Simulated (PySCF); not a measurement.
A geometry optimisation on `ClC[SiH2][O][GeH3]`.

Computed with PBE0-D3(BJ)/def2-SVP geometry optimisation, gas phase (PySCF 2.14.0). Start geometry: GFN2-xTB. The input is one job of a driver script: a line of settings, then coordinates in Å.

Input:
```
{"job": {"xc": "PBE0", "basis": "def2-SVP", "d3": "d3bj", "grid": 1, "kind": "geom"}, "charge": 0, "multiplicity": 1}
Cl    -0.394111     1.281084    -1.463408
C     -1.629252     0.686137    -0.331423
Si    -0.923719    -0.764965     0.721564
O      0.681527    -0.720337     0.680337
Ge     2.067527    -0.046654    -0.185541
H     -1.921254     1.538185     0.278280
H     -2.485203     0.388561    -0.931681
H     -1.305908    -0.562584     2.115526
H     -1.369402    -2.023274     0.126816
H      2.116838     1.423018     0.086253
H      1.974551    -0.432498    -1.627127
H      3.189605    -0.767359     0.504378
```

Output:
```
step   0  E = -2943.03050740  max force = 0.015995
step   1  E = -2943.03810178  max force = 0.004499
step   2  E = -2943.03866627  max force = 0.002293
step   3  E = -2943.03911379  max force = 0.002485
step   4  E = -2943.03967950  max force = 0.003968
step   5  E = -2943.04027024  max force = 0.008082
step   6  E = -2943.04109454  max force = 0.004417
step   7  E = -2943.04176827  max force = 0.003189
step   8  E = -2943.04212300  max force = 0.002063
step   9  E = -2943.04220195  max force = 0.001564
step  10  E = -2943.04229748  max force = 0.000928
step  11  E = -2943.04233447  max force = 0.001071
step  12  E = -2943.04238363  max force = 0.001298
step  13  E = -2943.04242300  max force = 0.001073
step  14  E = -2943.04246417  max force = 0.000817
step  15  E = -2943.04248744  max force = 0.000572
step  16  E = -2943.04249682  max force = 0.000255
optimisation converged
```

Energies in Eh; «max force» is the largest Cartesian gradient component in Eh/bohr.

Q: How much energy does the optimisation release, in eV?

A: E(step 0) − E(last step) = 0.011989 Eh, which is 0.326 eV.

Q: Give the first gradient maximum in eV/Å.

A: With 1 Eh/bohr = 51.422 eV/Å, 0.822 eV/Å.

In short: final energy -2943.04250 Eh after 16 steps; dipole 0.60 D.

Q: Give the final coordinates.

A: 0.397 Å rms from the input after alignment:
```
atom  x, y, z in Å
Cl1   -0.8334    0.9571   -1.8563
C2    -1.6763    0.7108   -0.2897
Si3   -0.9011   -0.7622    0.6089
O4     0.6991   -0.4903    0.8856
Ge5    2.1454   -0.0163   -0.0466
H6    -1.5802    1.6420    0.2880
H7    -2.7438    0.5499   -0.5039
H8    -1.5917   -0.9168    1.9232
H9    -1.1156   -1.9754   -0.2359
H10    2.1232    1.5082   -0.2377
H11    2.1406   -0.7611   -1.3916
H12    3.3334   -0.4453    0.8290
```

Q: How long does this job take on one thread of an x86-64 server, no GPU (shared host)?

A: About 89 s.
Labels such as C1 count atoms from 1, the log's own numbers from 0.
